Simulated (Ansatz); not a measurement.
Cost and result up the ladder for the cluster SnS2 (3 atoms). The state is a singlet with charge 0. Geometry: r2SCAN-D4/def2-TZVP.

Cartesian coordinates in Å:
```
Sn 0.000 0.000 0.000
S -1.045 1.225 -1.473
S 1.046 -1.225 1.473
```

Ansatz on 4 threads of Arm Neoverse V2 on a shared host. Times are rough, and most runs start from the orbitals of an earlier one. PBE0-D4/def2-TZVP serves as the yardstick here, not as an exact answer. Binding counts from free atoms at the same level (Sn triplet, S triplet; other spins of the atoms weren't run), without zero-point energy or a counterpoise term.

In the def2 sets Sn takes a core potential; there is no spin–orbit coupling. LC-ωPBE has ω = 0.4 bohr⁻¹. Correlated methods freeze 14 core orbitals; core or outer-core shells of Sn are correlated, in sets that lack core-valence functions. Another isomer (singlet) lies 0.51 eV lower at PBE0-D4/def2-TZVP; other spin states weren't run for this one.

Correlated methods converge slowly with the basis.

```json
{"level": "CCSD(T)/def2-TZVPP", "functions": "134", "binding energy per atom (eV)": "2.35", "difference from PBE0-D4/def2-TZVP (eV)": "-0.16", "remarks": "large T1 (0.021)"}
{"level": "BLYP-D4/def2-TZVP", "functions": "124", "binding energy per atom (eV)": "2.54", "difference from PBE0-D4/def2-TZVP (eV)": "0.03", "remarks": "–"}
{"level": "PBE0-D4/def2-TZVP", "functions": "124", "binding energy per atom (eV)": "2.51", "difference from PBE0-D4/def2-TZVP (eV)": "0.00", "remarks": "–"}
{"level": "LC-ωPBE/def2-TZVP", "functions": "124", "binding energy per atom (eV)": "2.29", "difference from PBE0-D4/def2-TZVP (eV)": "-0.22", "remarks": "–"}
{"level": "r2SCAN-D4/def2-TZVP", "functions": "124", "binding energy per atom (eV)": "2.57", "difference from PBE0-D4/def2-TZVP (eV)": "0.06", "remarks": "–"}
{"level": "PBE-D4/def2-TZVP (with forces)", "functions": "124", "binding energy per atom (eV)": "2.69", "difference from PBE0-D4/def2-TZVP (eV)": "0.18", "remarks": "–"}
```

Estimate how long each takes.

BLYP-D4/def2-TZVP 0.65 s; PBE-D4/def2-TZVP (with forces) 0.75 s; PBE0-D4/def2-TZVP 0.8 s; LC-ωPBE/def2-TZVP 0.85 s; r2SCAN-D4/def2-TZVP 1.6 s; CCSD(T)/def2-TZVPP 2.2 s. On shared hardware such times vary by a factor of up to 3.
